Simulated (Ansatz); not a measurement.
```yaml
crystal:
  periodic: [true, true, true]
  atoms:
    - {symbol: C, position_ang: [-1.679004, 0.985428, 0.307696]}
    - {symbol: Ga, position_ang: [-0.307707, 0.218953, -0.855448]}
    - {symbol: P, position_ang: [1.501075, -0.916459, 0.508456]}
    - {symbol: Cl, position_ang: [-0.744209, -1.587139, -2.002992]}
    - {symbol: Cl, position_ang: [1.109961, 1.530977, -1.873919]}
    - {symbol: H, position_ang: [-1.248239, 1.744873, 0.961525]}
    - {symbol: H, position_ang: [-2.148978, 0.208351, 0.911985]}
    - {symbol: H, position_ang: [-2.447878, 1.455706, -0.308046]}
    - {symbol: H, position_ang: [2.325283, -0.192432, 1.393556]}
    - {symbol: H, position_ang: [2.482425, -1.465656, -0.335576]}
    - {symbol: H, position_ang: [1.222772, -2.039502, 1.313464]}
basis:
  gaussian: {orbitals: def2-SVP, nuclear_model: gaussian}
hamiltonian: {xc: {name: B2GP-PLYP}}
accuracy: high
output: {forces: true}
```

```sh
$ ansatz run in.yaml --threads 4 --pin off --events-out ev --progress --plain --max-ram 11315MiB
```

It prints (some lines left out):

```
Error: YAML parse error: error: line 2 column 3: crystal: missing field `lattice` (a structure is typed as `lattice` and `atoms`, a molecule's as `atoms` in Å alone, or read from a run's directory, `checkpoint`)
 --> <input>:2:3
1 | crystal:
2 |   periodic: [true, true, true]
3 |   atoms:
4 |     - {symbol: C, position_ang: [-1.679004, 0.985428, 0.307696]}
```

Q: Something in this input is off. What?

A: The molecule is marked periodic without a cell. The program refused the input.
